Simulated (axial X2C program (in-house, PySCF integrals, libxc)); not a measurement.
Results of a calculation; reference values are marked as such.
OPrO⁻: input and output of an open-shell CI run

Program: an in-house all-electron X2C program for linear molecules (integrals from PySCF).

Input and command:
```json
{"zs": [8, 59, 8], "q": -1, "bas": ["dyall-v2z", "dyall-v2z", "dyall-v2z"], "r0": 1.72, "metal": 1, "shells": [[3, [2, 3], 1], [0, [0], 1], [3, [1], 0]], "fix": 0, "emax": 3.5, "nroots": 6}
```
```bash
python soci.py task.json out
```

Keys: zs atomic numbers; q charge; bas basis sets; r0 starting distance in Å; metal index of the metal atom; shells open shells as [l, |m| values, electrons]; fix electron count of the first shell held; emax energy window in eV; nroots roots for each Ω.

Output at O–Pr–O held linear, both bonds 1.816 Å:

```
average of configuration f(δφ)1 s1 f(π)0
basis functions 197  fitting functions 1190
iter      average energy  largest gradient
   1      -9379.391200151   1.39e+00
   2      -9379.422098585   4.65e-03
   3      -9379.422178379   5.54e-03
   4      -9379.422216743   9.37e-04
   5      -9379.422222922   4.35e-04
   6      -9379.422224074   2.12e-04
   7      -9379.422224612   1.25e-04
   8      -9379.422224808   2.09e-05
   9      -9379.422224825   8.09e-06
converged
CI levels
2*Omega        energy/Eh    cm-1   g(par)  dipole/D  leading shell counts
    4     -9379.43159567        0   2.136   -8.723  {'1 1 0': 1.0}
    6     -9379.43120820       85   6.155   -8.723  {'1 1 0': 1.0}
    2     -9379.42342370     1794   0.023   -8.723  {'1 1 0': 1.0}
    4     -9379.42294958     1898   4.026   -8.723  {'1 1 0': 1.0}
    8     -9379.42013917     2514  10.005   -8.723  {'1 1 0': 1.0}
    6     -9379.41963776     2624   6.003   -8.723  {'1 1 0': 1.0}
    6     -9379.41465924     3717   7.847   -8.723  {'1 1 0': 1.0}
    4     -9379.41418556     3821   3.862   -8.723  {'1 1 0': 1.0}
    0     -9379.30399456    28005   0.000   -8.723  {'0 1 1': 1.0}
    0     -9379.30393223    28019   0.000   -8.723  {'0 1 1': 1.0}
```

Dipoles in the output refer to the first atom as origin, so for this ion they depend on that choice.

There is no dynamic correlation: spin–orbit spacings and, for f shells, spacings inside one term are the most reliable numbers, splittings between terms come out too wide, and energies between configurations are not reliable, so the lowest level need not be the ground state of the molecule. At most 6 roots were kept for each Ω > 0 (twice that for Ω = 0) within 3.5 eV of the lowest, so higher up levels can be missing between those listed; levels with Ω > 0 are doubly degenerate and listed once, Ω = 0 levels singly. States that fill the shells left empty in the average are placed too high. For an anion, levels above electron detachment are held by the basis set. The molecule was held linear; bending was not examined.
